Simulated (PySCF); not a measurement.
Static response to an electric field

Compound: C5H2ClFOS.
Geometry (GFN2-xTB, Å), atoms numbered from 1 in this order:
```
atom  x, y, z in Å
O1    -2.875    0.476    0.428
C2    -2.090   -0.343    0.085
F3    -2.535   -1.588   -0.282
C4    -0.657   -0.256   -0.024
S5     0.308   -1.594   -0.558
C6     1.735   -0.673   -0.391
C7     1.506    0.596    0.050
C8     0.136    0.843    0.263
Cl9   -0.479    2.330    0.813
H10    2.682   -1.118   -0.629
H11    2.273    1.329    0.218
```

Level: CAM-B3LYP/def2-SVPD (PySCF), static field, nuclei fixed, core orbitals frozen in the response. The polarisability tensor in these axes (au):

```
x   108.65  -2.59  -5.95
y    -2.59 106.90  17.24
z    -5.95  17.24  61.67
```

Q: Diagonalise the tensor; give its mean and Δα, where Δα² is half the sum of the squared differences of the eigenvalues.

A: Principal values 55.41, 106.20 and 115.61 au; mean 92.41 au = 13.69 Å³ = 15.24 × 10⁻⁴⁰ C²·m²/J; Δα = 56.09 au (61 % of the mean).

Q: What is the dipole moment, and where does it point?

A: (4.71, -0.68, -0.68) D, 4.80 D in size, pointing from the negative to the positive side. Measured along this direction, the outermost atoms are O1 at the negative end and H10 at the positive end.

Q: What depolarisation ratio follows for Rayleigh scattering of linearly polarised light, taking the static tensor?

A: ρ = 3Δα²/(45ᾱ² + 4Δα²) = 9437.7/(384252 + 12583.5) = 0.0238.

Q: In TDDFT the mean static polarisability is Σ f/ω² over all singlet excitations (ω in hartree). How much of it do the 8 lowest give? Their energies (eV) and oscillator strengths: 4.88, 0.1588; 5.10, 0.1872; 5.22, 0.0000; 6.15, 0.0004; 6.26, 0.0006; 6.59, 0.0001; 6.85, 0.0778; 7.13, 0.0173.

A: They add up to 11.76 au, 12.7 % of the 92.41 au; the largest single term is 5.33 au, from the state at 5.10 eV. Terms in order: 4.93, 5.33, 0.00, 0.01, 0.01, 0.00, 1.23, 0.25 au. Higher excitations give the rest. The strengths listed sum to 0.442.

Q: Give the principal axes and the span of the nuclei along them.

A: Largest value along (-0.55, 0.77, 0.31), where the nuclei span 4.86 Å; middle along (0.83, 0.55, 0.10), 5.64 Å; least along (0.09, -0.31, 0.95), 0.00 Å. The strongest response doesn't lie along the longest of the three spans.

The structure is a single GFN2-xTB conformer in the gas phase; no vibrational or solvent corrections.
